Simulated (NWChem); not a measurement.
ZrH₄O₂; SMILES [OH][ZrH2][OH]

```xyz
7

Zr     0.0000     0.0000    -0.2864
O      1.6200    -0.0044     0.7121
H      2.3078     0.0469     1.3760
O     -1.6200     0.0044     0.7121
H     -2.3078    -0.0469     1.3760
H     -0.0030    -1.5387    -1.3454
H      0.0030     1.5387    -1.3454
```
Atoms are numbered in this order, from 1.

Program: NWChem. All runs use the structure optimised with PBE0/def2-SVP. Not confirmed as a minimum by frequencies. def2 effective core potentials on Zr; no spin-orbit coupling. Ions are spin-unrestricted doublets at the neutral geometry; other ion states weren't tried.

Question: What does the run give for PBE/def2-SVP? Quantities: vertical ionisation energy, ΔSCF (eV); −ε(HOMO) (eV).

Answer: 
```yaml
vertical ionisation energy, ΔSCF (eV): 9.36
"−ε(HOMO) (eV)": 6.16
```
